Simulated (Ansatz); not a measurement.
A further run on Al6As7H20⁺, a cluster cut from zinc blende AlAs (hydrogen-capped).

```yaml
crystal:
  periodic: [false, false, false]
  atoms:
    - {symbol: As, position_ang: [0.750266, -3.458959, 0.584518]}
    - {symbol: As, position_ang: [-2.321555, 2.423367, -1.994588]}
    - {symbol: As, position_ang: [0.694666, -0.788156, -2.185265]}
    - {symbol: As, position_ang: [-2.122961, -0.646246, 0.405092]}
    - {symbol: As, position_ang: [0.722925, -0.702401, 3.226905]}
    - {symbol: As, position_ang: [0.598423, 2.128408, 0.422060]}
    - {symbol: As, position_ang: [3.428242, -0.663833, 0.513381]}
    - {symbol: Al, position_ang: [-3.755980, 0.470720, -1.227918]}
    - {symbol: Al, position_ang: [-0.898441, -2.295202, -0.946456]}
    - {symbol: Al, position_ang: [2.332066, -2.256185, 2.112733]}
    - {symbol: Al, position_ang: [-0.692994, 3.968913, -0.806593]}
    - {symbol: Al, position_ang: [2.164176, 0.899958, -1.026645]}
    - {symbol: Al, position_ang: [-0.852642, 0.819513, 1.945739]}
    - {symbol: H, position_ang: [1.536155, -4.528106, -0.164790]}
    - {symbol: H, position_ang: [-0.058340, -4.388403, 1.479882]}
    - {symbol: H, position_ang: [-3.322248, 3.361359, -2.662657]}
    - {symbol: H, position_ang: [-1.632229, 1.975455, -3.282811]}
    - {symbol: H, position_ang: [1.544125, -1.603242, -3.151409]}
    - {symbol: H, position_ang: [-0.129305, -0.028820, -3.217482]}
    - {symbol: H, position_ang: [-2.987518, -1.526159, 1.304226]}
    - {symbol: H, position_ang: [-0.048323, -1.544171, 4.236611]}
    - {symbol: H, position_ang: [1.537962, 0.116825, 4.220434]}
    - {symbol: H, position_ang: [1.561840, 2.865578, 1.350225]}
    - {symbol: H, position_ang: [4.505391, -1.429958, -0.244522]}
    - {symbol: H, position_ang: [4.350087, 0.207323, 1.356193]}
    - {symbol: H, position_ang: [-3.822101, -0.564389, -2.447776]}
    - {symbol: H, position_ang: [-4.958990, 1.059070, -0.364153]}
    - {symbol: H, position_ang: [-1.657631, -3.352933, -1.855541]}
    - {symbol: H, position_ang: [3.297536, -3.149543, 3.001347]}
    - {symbol: H, position_ang: [0.309060, 4.572478, -1.892724]}
    - {symbol: H, position_ang: [-1.511098, 4.735834, 0.327170]}
    - {symbol: H, position_ang: [3.154406, 1.667703, -2.002795]}
    - {symbol: H, position_ang: [-1.714971, 1.654212, 2.987618]}
basis:
  gaussian: {orbitals: 6-31G}
total_charge: 1
magnetization: {spin_polarized: true, initial_magnetization: 0}
hamiltonian: {xc: {name: wB97X}}
```

```sh
$ ansatz run in.yaml --threads 2 --pin off --events-out ev --progress --plain --max-ram 32768MiB --backend cuda --devices 0, --max-vram 18GiB
```

Shortened log:

```
Functional definition: wB97X
3218 factors; integrals over basis functions are off by at most 2.7e-4 eV
1061 factors; integrals over basis functions are off by at most 3.0e-6 eV
mean field evaluation 1: about -465727.1308 eV, gradient 1.7e1 eV
mean field evaluation 2: about -465729.6905 eV, gradient 6.9e0 eV
mean field evaluation 4: about -465730.0343 eV, gradient 9.5e-1 eV
mean field evaluation 8: about -465730.0857 eV, gradient 3.0e-2 eV
mean field evaluation 16: about -465730.0857 eV, gradient 1.8e-5 eV
mean field -465730.08567868 eV, -17115.2649655012 hartree, gradient 1.8e-5 eV, S^2 0.000000; 0 other end points of the search recorded, 0 dependent functions left out
reference -465730.08559291 eV, -17115.2649623492 hartree; 164, 164 occupied and 157, 157 virtual orbitals, 3218 factors
Total energy: -465730.08559291 eV, -17115.2649623492 hartree
```

It took 16 s on 2 threads of AMD EPYC 7R13 on a shared host and a share (18 GiB) of an NVIDIA H100 80GB HBM3, peak host memory 1.5 GiB.

The 6-31G sets use Cartesian d functions.
